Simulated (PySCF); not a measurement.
**Worked example: chemical shift, span and skew from a shielding tensor**

1-fluoro-1-methoxycyclopropane (C4H7FO), SMILES C1(CC1)(F)OC. Atoms are numbered in the order given.

```xyz
13

C      1.9081     0.6790     0.0235
O      1.0500    -0.4503     0.0703
C     -0.2669    -0.1646    -0.1225
F     -0.5292     0.2512    -1.4056
C     -1.1030     0.4505     0.9516
C     -1.2831    -1.0168     0.5329
H      1.6394     1.4193     0.7990
H      2.9280     0.3163     0.2078
H      1.8688     1.1691    -0.9632
H     -1.8778     1.1599     0.6501
H     -0.6301     0.6480     1.9173
H     -0.9231    -1.7919     1.2136
H     -2.1722    -1.2676    -0.0505
```

The structure is a stationary point at B3LYP-D3(BJ)/def2-SVP. Other conformers were not sampled.

GIAO shieldings from PBE/pcSseg-1 in PySCF, non-relativistic, no solvent. The symmetric part of the tensor of F4 has the principal values 204.5, 360.1, 414.6 ppm. The same nucleus in CFCl3 has σ = 133.6 ppm at this level (PySCF, at its B3LYP-D3(BJ)/def2-TZVP geometry).

Work out the isotropic shielding, the ¹⁹F shift against CFCl3, the span and the skew.


σ(iso) = (σ11 + σ22 + σ33)/3 = 326.4 ppm. δ = σ(ref) − σ(iso) = 133.6 − (326.4) = -192.8 ppm.
Span Ω = σ33 − σ11 = 210.1 ppm. Skew κ = 3(σ(iso) − σ22)/Ω = -0.48. Tumbling in solution averages the tensor to δ; in a static solid the shielding alone would spread this spin-1/2 line over Ω.
